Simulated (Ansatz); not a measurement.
Ansatz (an electronic-structure program) input (MP2/6-311+G**): The .json file is the Basis Set Exchange's 6-311+G**.

Ansatz 0.2 input:
```yaml
crystal:
  periodic: [false, false, false]
  atoms:
    - {symbol: Al, position_ang: [0.00000000, 0.00000000, 0.00000000]}
    - {symbol: F, position_ang: [-0.00000000, -0.00000000, -1.59181975]}
    - {symbol: F, position_ang: [0.00000000, 0.00000000, 1.59181975]}
basis:
  gaussian:
    orbitals: 6-311+G__.json
total_charge: 1
magnetization: {spin_polarized: false}
correlation: {method: mp2, electrons: outside_noble_gas}
```

### Question
Predict the final energy.

### Answer
-441.12696 Eh.
